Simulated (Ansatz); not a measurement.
A run for Ansatz (a program for electronic structure): U-CCSD(T)/def2-SVP on H2IIn (SMILES [InH2][I]), a point of a bond scan (R = 5.485 Å). Elements past Kr take the def2 small-core potentials; no spin–orbit coupling. The run froze 18 orbitals, filled d shells among them.

Ansatz 0.2 input:
```yaml
crystal:
  periodic: [false, false, false]
  atoms:
    - {symbol: In, position_ang: [-0.72638877, -1.13552285, 0.19955666]}
    - {symbol: H, position_ang: [1.37528051, -4.45896832, 4.02321925]}
    - {symbol: H, position_ang: [-2.11914691, -1.24747254, -0.79314453]}
    - {symbol: I, position_ang: [0.71286441, 1.11438097, -0.19584118]}
basis:
  gaussian:
    orbitals: def2-SVP
correlation: {method: ccsd_t, electrons: outside_noble_gas}
scf: {omitted_lower_state_checks: [cluster_reference]}
magnetization: {spin_polarized: true, initial_magnetization: 0}
```

The log:

```
WARN ansatz: RAYON_NUM_THREADS=1 ignored (pool sized by the plan → 1); use --threads N
Functional definition: HF
these checks for a lower state are left out or cut short: cluster_reference
integrals: 0.06 GiB planned
776 factors; integrals over basis functions are off by at most 4.4e-4 eV
mean field: 0.28 GiB planned
mean field evaluation 1: about -13243.1321 eV, gradient 1.3e1 eV
mean field evaluation 2: about -13243.1675 eV, gradient 1.3e1 eV
mean field evaluation 4: about -13244.8493 eV, gradient 7.8e0 eV
mean field evaluation 8: about -13247.0574 eV, gradient 1.9e-1 eV
mean field evaluation 16: about -13247.7356 eV, gradient 4.3e0 eV
mean field evaluation 32: about -13251.2487 eV, gradient 5.6e-1 eV
mean field evaluation 64: about -13251.2498 eV, gradient 2.4e-1 eV
mean field evaluation 96: about -13247.9310 eV, gradient 7.0e-1 eV
mean field evaluation 128: about -13251.2518 eV, gradient 1.7e-1 eV
mean field -13251.25382146 eV, -486.9745959163 hartree, gradient 1.5e-6 eV, S^2 1.012871; 7 other end points of the search recorded, 0 dependent functions left out
18 core orbitals not correlated
reference -13251.25382146 eV, -486.9745959163 hartree; 6, 6 occupied and 38, 38 virtual orbitals, 776 factors
second order -3.72561259 eV of doubles, -0.00000000 eV of singles
coupled cluster: 0.14 GiB planned
cycle   1  -4.11432216 eV  change   -3.9e-1 eV  update   6.0e-2
cycle   2  -4.26037105 eV  change   -1.5e-1 eV  update   2.4e-2
cycle   3  -4.28703018 eV  change   -2.7e-2 eV  update   1.1e-2
cycle   4  -4.28529201 eV  change    1.7e-3 eV  update   4.5e-3
cycle   5  -4.28530156 eV  change   -9.5e-6 eV  update   1.8e-3
cycle   6  -4.28557132 eV  change   -2.7e-4 eV  update   7.9e-4
cycle   7  -4.28564662 eV  change   -7.5e-5 eV  update   3.4e-4
cycle   8  -4.28567544 eV  change   -2.9e-5 eV  update   1.3e-4
cycle   9  -4.28565624 eV  change    1.9e-5 eV  update   5.5e-5
cycle  10  -4.28565654 eV  change   -3.0e-7 eV  update   3.1e-5
cycle  11  -4.28565813 eV  change   -1.6e-6 eV  update   2.5e-5
cycle  12  -4.28566098 eV  change   -2.9e-6 eV  update   2.3e-5
cycle  13  -4.28565877 eV  change    2.2e-6 eV  update   2.1e-5
cycle  14  -4.28565450 eV  change    4.3e-6 eV  update   1.5e-5
cycle  15  -4.28565495 eV  change   -4.5e-7 eV  update   7.8e-6
coupled cluster: 0.14 GiB planned
perturbative correction -0.09678480 eV, -0.0035567758 hartree
Total energy: -13255.63626121 eV, -487.1356476065 hartree
Checks for a lower state left out: cluster_reference
```

The run converged. Its determinant has ⟨S²⟩ = 1.01, a mixture of spin states.

Cost: roughly 5 core-seconds.
